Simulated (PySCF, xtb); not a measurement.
C2H7O, SMILES C[OH+]C, charge +1.

Harmonic wavenumbers (cm⁻¹) from GFN2-xTB (xtb 6.7.1) at its own minimum, in rising order: 179, 242, 370, 823, 874, 987, 1035, 1068, 1154, 1170, 1246, 1390, 1398, 1415, 1423, 1424, 1437, 3028, 3030, 3053, 3053, 3055, 3057, 3250.

Problem. What does PBE-D3(BJ)/def2-TZVP (PySCF) give at its own minimum? (An estimate is asked for; the answer gives what the named calculation found.)

Solution. 152, 207, 332, 665, 799, 893, 1052, 1103, 1161, 1226, 1377, 1407, 1422, 1428, 1432, 1434, 1445, 3012, 3013, 3125, 3127, 3140, 3141, 3579. Paired by order, the mean absolute difference is 60 cm⁻¹ and the zero-point energies are 56.0 and 56.7 kcal/mol.
